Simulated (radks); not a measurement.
Valence configurations of Lu IV (all share [Xe]). Method: scalar-relativistic Kohn-Sham, PBE, spin-unpolarised, spherical densities, finite nucleus; Fermi nuclear charge, rms radius 5.37 fm; computed with a radial shooting solver on a logarithmic mesh with Libxc functionals. Energies are relative to 4f14; eigenvalues in eV.

valence       E (eV)    e(4f)    e(5d)    e(6p)    e(6s)
4f14           0.000  -36.208        -        -        -
4f13 5d1      13.949  -43.905  -27.087        -        -
4f13 6s1      15.788  -47.183        -        -  -27.047
4f13 6p1      22.551  -48.543        -  -21.047        -
4f12 5d2      33.979  -52.264  -29.023        -        -
4f12 5d1 6p1  43.973  -57.045  -32.396  -21.618        -
4f12 6p2      55.540  -61.936        -  -23.360        -
4f11 5d2 6s1  64.844  -64.790  -33.334        -  -28.745
4f11 5d2 6p1  72.163  -66.116  -34.406  -22.135        -

NIST lists [Xe] 4f14 as the ground configuration; this level of theory agrees among the configurations tried. The energies are those of spherical spin-averaged densities, not of single terms.
